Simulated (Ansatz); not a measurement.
`CCBS[SiH3]`. Total charge 0; spin multiplicity 1.

| atom | x (Å) | y (Å) | z (Å) |
| --- | --- | --- | --- |
| C1 | 0.500 | 0.871 | -2.273 |
| C2 | 1.125 | 0.642 | -0.897 |
| B3 | 0.127 | 0.099 | 0.172 |
| S4 | 0.630 | -1.176 | 1.328 |
| Si5 | -1.172 | -1.315 | 2.490 |
| H6 | 1.209 | 1.332 | -2.964 |
| H7 | -0.375 | 1.522 | -2.206 |
| H8 | 0.171 | -0.071 | -2.720 |
| H9 | 2.025 | 0.024 | -0.975 |
| H10 | 1.467 | 1.610 | -0.498 |
| H11 | -0.985 | 0.543 | 0.250 |
| H12 | -1.459 | -0.021 | 3.155 |
| H13 | -0.949 | -2.365 | 3.515 |
| H14 | -2.314 | -1.695 | 1.623 |

List the harmonic frequencies (cm⁻¹, unscaled) at PBE0-D4/def2-TZVP in Ansatz. (An estimate is asked.)

Computed: 46, 84, 89, 115, 215, 279, 323, 516, 614, 626, 638, 801, 813, 909, 926, 941, 945, 971, 1031, 1070, 1140, 1249, 1334, 1403, 1433, 1492, 1499, 2234, 2245, 2246, 2584, 2997, 3048, 3076, 3118, 3123.

Is this a minimum?

Yes, all 36 modes are real.

Give the ideal-gas thermochemistry at 298.15 K and 1 bar (rigid rotor, harmonic oscillator; point group C1, symmetry number 1).

Zero-point energy 276.2 kJ/mol; H(298) − E = 300.8 kJ/mol; entropy 382.0 J/(mol·K), of which translation 166.8, rotation 116.3, vibration 99.0; G(298) − E = 186.9 kJ/mol. Modes under 100 cm⁻¹ are hindered rotations or soft bends, so the harmonic entropy is rough.
